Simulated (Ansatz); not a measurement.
`ClB1NCO1` → `BOC(=N)Cl`  (isomerisation)

Calculated with Ansatz (gas phase, PBE0-D4/def2-TZVP geometries, no zero-point term in ΔE). CCSD(T)/CBS is the MP2 limit (def2-TZVPP, def2-QZVPP) plus CCSD(T) − MP2 in def2-TZVPP, frozen cores. DFT in def2-TZVPP. B3LYP here is the variant with VWN-RPA as its local correlation; programs differ in this. Each species was taken in one conformer, which may not be the lowest.

```
             level  ΔE (kJ/mol)
      CAM-B3LYP-D4        216.0
          PBE-QIDH        238.6
             B3LYP        206.4
SCS-MP2/def2-TZVPP        219.7
```

(1) What does CCSD(T)/CBS give? (An estimate is asked.)

(2) What do rigid-rotor, harmonic-oscillator terms from PBE0-D4/def2-TZVP frequencies (298.15 K, 1 bar) make of the CCSD(T)/CBS value? (Estimate.)

Largest T1 diagnostic among the species: 0.014.

Answers

(1) Ansatz gave: +222.4 kJ/mol. The listed levels differ from it by -6.4, 16.2, -16.0, -2.7 kJ/mol.

(2) Computed: ΔZPE = -14.5 kJ/mol, ΔH = +209.3 kJ/mol, ΔS = 13 J/(mol·K), ΔG = +205.3 kJ/mol.

From r2SCAN to r2SCAN0 (25 % exact exchange), in def2-TZVPP and without D4, ΔE moves by +12.0 kJ/mol. At CCSD(T), def2-SVP lies +5.0 kJ/mol from the extrapolated value and def2-TZVPP −3.1 kJ/mol.
